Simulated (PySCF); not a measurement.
Estimate the missing entries of this data sheet.

Species: C₅H₅F₂ (doublet state).
SMILES: `[C@]12([C](C2)F)[C@@H](C1)F`

```json
{"property": "point group", "level": "PBE0-D3(BJ)/def2-SVP", "value": "?"}
{"property": "rotational constants A, B, C", "level": "PBE0-D3(BJ)/def2-SVP", "value": "?"}
{"property": "dipole moment", "level": "PBE0-D3(BJ)/def2-SVP", "value": "2.60 D"}
{"property": "isotropic g value", "level": "unrestricted B3LYP/IGLO-III on C F, pcH-1 on H, mean-field spin–orbit", "value": "2.00390"}
{"property": "spin squared ⟨S²⟩", "level": "unrestricted B3LYP/IGLO-III on C F, pcH-1 on H", "value": "0.753"}
{"property": "largest isotropic hyperfine couplings (means over sets of like nuclei)", "level": "unrestricted B3LYP/IGLO-III on C F, pcH-1 on H", "value": "?"}
```

Gas-phase values; electronic properties from PySCF, density fitting. Isolated species at its PBE0-D3(BJ)/def2-SVP geometry, gas phase.

(1) Give the point group.

(2) The rotational constants A, B, C?

(3) The largest isotropic hyperfine couplings (means over sets of like nuclei)?

## Answers

(1) C1.

(2) 4.790, 1.862, 1.711 GHz.

(3) 13C +450.5, 19F +244.8, 1H +47.8, 13C +31.5, 1H +24.5 MHz.

g_iso is shifted by about +1580 ppm from the free-electron value 2.002319. In atomic units the dipole is 1.02 e·bohr (1 au = 2.5417 D). At 9.50 GHz, hν = g·μB·B₀ (B₀ the magnetic field) puts the centre of the isotropic spectrum, to first order, at 338.7 mT.
